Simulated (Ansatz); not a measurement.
One change: `[NH2][InH][NH2]` becomes `[NH2][In]([NH2])[OH]`.

Ansatz, PBE0-D4/def2-TZVP geometries, multiplicity 1. Each molecule was computed in one conformer, which needn't be the lowest.

Elements past krypton have def2 core potentials.

| property | `[NH2][InH][NH2]` |
| --- | --- |
| ideal-gas entropy at 298 K and 1 bar (rigid rotor, harmonic PBE0-D4/def2-TZVP) / J/(mol·K) | 318 |
| HOMO energy (PBE/def2-TZVPP) / eV | -5.34 |
| LUMO energy (PBE0/def2-TZVPP) / eV | -0.47 |
| HOMO energy (ωB97M-V/def2-TZVPP) / eV | -9.06 |
| size of the dipole moment (PBE/def2-TZVPP) / D | 0.32 |
| HOMO–LUMO gap (B3LYP/def2-TZVPP) / eV | 5.72 |

Problem. Give the same properties after the change, and the shifts. (Estimate.)

Solution. Computed: 
```
                                                                                  property  `[NH2][In]([NH2])[OH]`  shift
ideal-gas entropy at 298 K and 1 bar (rigid rotor, harmonic PBE0-D4/def2-TZVP) / J/(mol·K)                     357     39
                                                         HOMO energy (PBE/def2-TZVPP) / eV                   -5.68  -0.34
                                                        LUMO energy (PBE0/def2-TZVPP) / eV                   -1.05  -0.58
                                                     HOMO energy (ωB97M-V/def2-TZVPP) / eV                   -9.43  -0.37
                                            size of the dipole moment (PBE/def2-TZVPP) / D                    2.53   2.21
                                                     HOMO–LUMO gap (B3LYP/def2-TZVPP) / eV                    5.43  -0.29
```

With PBE0 the HOMO falls by 0.37 eV and the LUMO falls by 0.58 eV, so the gap narrows by about 0.21 eV. PBE moves the HOMO by -0.34 eV and ωB97M-V by -0.37 eV. The zero-point energy changes by 19.1 kJ/mol with +3 modes. Dipoles are sizes alone; their direction can turn.

B3LYP here is the variant with VWN-RPA as its local correlation; programs differ in this.
